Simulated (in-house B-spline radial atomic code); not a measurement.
**V: [Ar] 3d3 4s2**

All numbers are computed (non-relativistic CAM-B3LYP, spin-polarised, spherical fractional occupations; point nucleus) with an all-electron radial atomic-structure program (B-spline basis), not measured.

Z_r = [3n² - l(l+1)]/(2<r>); Z_e = n√(-2ε); the last column is Slater's effective charge. Values are occupation-weighted means over spin.

```
shell  electrons   ε (eV)  <r> (bohr)    Z_r    Z_e  Slater
   1s          2  -5359.8     0.06704  22.38  19.85   22.70
   2s          2  -608.16      0.3107  19.31  13.37   18.85
   2p          6  -512.99      0.2749  18.19  12.28   18.85
   3s          2  -74.816      0.9561  14.12   7.03   11.75
   3p          6  -48.256       1.021  12.24   5.65   11.75
   3d          3  -6.8802       1.412   7.44   2.13    4.30
   4s          2  -6.2558       3.407   7.04   2.71    3.30
```

The least bound orbital is 4s down at -5.969 eV, and it is also the most diffuse (<r> = 3.486 bohr). The part-filled 3d shell lies below the filled 4s shell in orbital energy.

Caution: exact exchange at fractional occupations of open shells leaves self-interaction of up to several eV.
